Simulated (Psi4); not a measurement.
H₅FO₃Si₂ (SMILES O[Si](O)(F)O[SiH3]), singlet, geometry from GFN2-xTB; PBE0/def2-SVPD (Psi4).

Here is a job for Psi4.
```
memory 2 GB

molecule {
0 1
  O     1.28813621   -1.32314284    0.36119874
  Si    0.76236330    0.13797458   -0.04237861
  O     1.65471330    1.27350367    0.67141672
  F     0.89598120    0.33057523   -1.63543108
  O    -0.79014256    0.27831214    0.31468313
  Si   -2.26371934   -0.41037597    0.21430161
  H     2.22369250   -1.50599893    0.36549640
  H     1.42705701    2.19314671    0.56937321
  H    -2.62714666   -0.51635404   -1.19763459
  H    -2.21288168   -1.72237618    0.85374941
  H    -3.07722331    0.56064101    0.94258439
}

set basis def2-svpd

energy('pbe0')
print_variables()
```

Task: Predict the main parts of the log of this Psi4 run.

Result: 
```
   => Loading Basis Set <=

    Name: DEF2-SVPD
    Role: ORBITAL
    Keyword: BASIS

         ---------------------------------------------------------
                                   SCF
               by Justin Turney, Rob Parrish, Andy Simmonett
                          and Daniel G. A. Smith
                              RKS Reference
         ---------------------------------------------------------

  ==> Geometry <==

    Molecular point group: c1
    Full point group: C1

    Geometry (in Angstrom), charge = 0, multiplicity = 1:

       Center              X                  Y                   Z               Mass
    ------------   -----------------  -----------------  -----------------  -----------------
         O            1.247883697043    -1.333444424525     0.385931532123    15.994914619570
         SI           0.722110787043     0.127672995475    -0.017645817877    27.976926534650
         O            1.614460787043     1.263202085475     0.696149512123    15.994914619570
         F            0.855728687043     0.320273645475    -1.610698287877    18.998403162730
         O           -0.830395072957     0.268010555475     0.339415922123    15.994914619570
         SI          -2.303971852957    -0.420677554525     0.239034402123    27.976926534650
         H            2.183439987043    -1.516300514525     0.390229192123     1.007825032230
         H            1.386804497043     2.182845125475     0.594106002123     1.007825032230
         H           -2.667399172957    -0.526655624525    -1.172901797877     1.007825032230
         H           -2.253134192957    -1.732677764525     0.878482202123     1.007825032230
         H           -3.117475822957     0.550339425475     0.967317182123     1.007825032230

  Running in c1 symmetry.

  Rotational constants: A =      0.12963  B =      0.04724  C =      0.04691 [cm^-1]
  Rotational constants: A =   3886.28839  B =   1416.12903  C =   1406.24822 [MHz]
  Nuclear repulsion =  416.372870047675747

  Charge       = 0
  Multiplicity = 1
  Electrons    = 66
  Nalpha       = 33
  Nbeta        = 33

  ==> Algorithm <==

  SCF Algorithm Type is DF.
  DIIS enabled.
  MOM disabled.
  Fractional occupation disabled.
  Guess Type is SAD.
  Energy threshold   = 1.00e-06
  Density threshold  = 1.00e-06
  Integral threshold = 1.00e-12

  ==> Primary Basis <==

  Basis Set: DEF2-SVPD
    Blend: DEF2-SVPD
    Number of shells: 76
    Number of basis functions: 180
[...]
   @DF-RKS iter   3:  -906.76054099190947   -9.44995e-01   5.77638e-04 DIIS/ADIIS
   @DF-RKS iter   4:  -906.76273022111741   -2.18923e-03   4.24838e-04 DIIS/ADIIS
   @DF-RKS iter   5:  -906.76465234514990   -1.92212e-03   3.96279e-05 DIIS
   @DF-RKS iter   6:  -906.76467570425530   -2.33591e-05   1.34382e-05 DIIS
   @DF-RKS iter   7:  -906.76467760267985   -1.89842e-06   5.86800e-06 DIIS
   @DF-RKS iter   8:  -906.76467800732280   -4.04643e-07   5.17016e-07 DIIS
  Energy and wave function converged.

  ==> Post-Iterations <==

   Electrons on quadrature grid:
      Ntotal   =   66.0000326230 ; deviation = 3.262e-05

    Orbital Energies [Eh]
    ---------------------

    Doubly Occupied:

[...]
    Virtual:

[...]
    Final Occupation by Irrep:
              A
    DOCC [    33 ]
    NA   [    33 ]
    NB   [    33 ]

  @DF-RKS Final Energy:  -906.76467800732280

   => Energetics <=

    Nuclear Repulsion Energy =            416.3728700476757467
    One-Electron Energy =               -2084.7980520954315580
    Two-Electron Energy =                 821.8961022823827989
    DFT Exchange-Correlation Energy =     -60.2355982419499441
    Empirical Dispersion Energy =           0.0000000000000000
    VV10 Nonlocal Energy =                  0.0000000000000000
    Total Energy =                       -906.7646780073228001

Computation Completed

Properties will be evaluated at   0.000000,   0.000000,   0.000000 [a0]

Properties computed using the SCF density matrix

 Multipole Moments:

 ------------------------------------------------------------------------------------
     Multipole            Electronic (a.u.)      Nuclear  (a.u.)        Total (a.u.)
 ------------------------------------------------------------------------------------

 L = 1.  Multiply by 2.5417464519 to convert [e a0] to [Debye]
 Dipole X            :          5.0508955           -5.0203714            0.0305240
 Dipole Y            :          1.4777513           -1.2848336            0.1929177
 Dipole Z            :         -2.8079044            3.0847211            0.2768167
 Magnitude           :                                                    0.3387867

 ------------------------------------------------------------------------------------

  Variable Map:
  ----------------------------------------------------------------------------
[...]
  Array Variable Map:
  ----------------------------------------------------------------------------
[...]
[...]
```
